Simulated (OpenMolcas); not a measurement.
Ir: effect of the active space

- Program: OpenMolcas 26.06
- Method: SS-CASPT2, IPEA 0.25 Eh, imaginary shift 0.1 Eh
- Basis: ANO-RCC-VTZP
- Scalar Hamiltonian: DKH2, point nucleus
- Spin-orbit coupling: RASSI with atomic mean-field integrals over the reference wave functions, term energies averaged over their components

A. 7 electrons in 5 orbitals (5d); 2S+1 = 4 even, 10 roots; 2S+1 = 2 even, 40 roots; closed shells correlated: 5s 5p 6s; CASPT2 step roughly 25 core-seconds
B. 9 electrons in 6 orbitals (5d 6s); 2S+1 = 4 even, 20 roots; 2S+1 = 2 even, 64 roots; closed shells correlated: 5s 5p; CASPT2 step about 70 core-seconds

Energies in cm⁻¹ above 5d⁷ 6s² ⁴F_9/2, the measured ground level; measured values from NIST Handbook of Basic Atomic Spectroscopic Data.

```tsv
Level	A	B	Measured
5d⁷ 6s² ⁴F_9/2	0.0	0.0	0.0
5d⁷ 6s² ⁴F_7/2	7300	6800	7107
5d⁷ 6s² ⁴P_5/2	13680	13720	12952
5d⁷ 6s² ²G_9/2 [60 %]	14890	14950	13940
5d⁷ 6s² ²H_11/2	19930	20450	
5d⁷ 6s² ²G_7/2	20230	19210	17779
5d⁷ 6s² ²F_5/2 [72 %]	27020	33900	26404
```

Deviations, from unrounded energies. A percentage is the sum of absolute deviations over the sum of measured energies, with the sign that they share, or ± where signs differ.

| Against measurement | Levels | A | B |
| --- | --- | --- | --- |
| mean absolute deviation (cm-1) | 5 | 990 | 2200 |
| fine structure of the ground term (%) | 1 | +2.7 | -4.3 |
| other terms of the ground configuration (%) | 4 | +6.7 | +15.1 |

A lies closest to measurement on these levels. The largest miss of A in the table is 5d⁷ 6s² ²G_7/2, by +2400 cm-1. The ranking rests on the paired levels alone, and a cruder setting can come out closer through cancelling errors.

The spin-orbit steps hold different terms of 5d⁷ 6s² (B lacks a ²D), which shifts levels as well.

Between A and B the level of the table that moves most is 5d⁷ 6s² ²F_5/2 [72 %], by 6900 cm-1 (lowest in A, highest in B). Moves below CASPT2's spread within the term are not significant.

CASPT2 does not keep the components of a term degenerate, so their means are used; among the terms shown or strongly mixed into the levels shown the widest spread is 2000 cm-1 (5d⁷ 6s² ²H, A). With the s shell closed, the reference lacks s² → p², s² → d² and s → d mixing, so excited terms can stand far too high and out of order, with CASPT2 too (holds for A). Configurations are named by rounded mean occupations; where the s occupation lies near a half they are strongly mixed, a name can repeat and a true partner stay unpaired (holds for B). Some terms miss by over 15 % even with CASPT2, which points to a basis or an active space too small for the shells correlated (holds for B). Computed and measured levels are paired by configuration, term and J; levels that our copy of the source lacks, or whose pairing is in doubt (as where it misses far off the trend of its configuration), stay unpaired and out of the deviations. Only configurations of the active space appear. Levels that lie high or do not pair safely by name in every column are left out.

A share in square brackets marks a mixed level and gives the weight of the term that names it, the lowest over the columns.
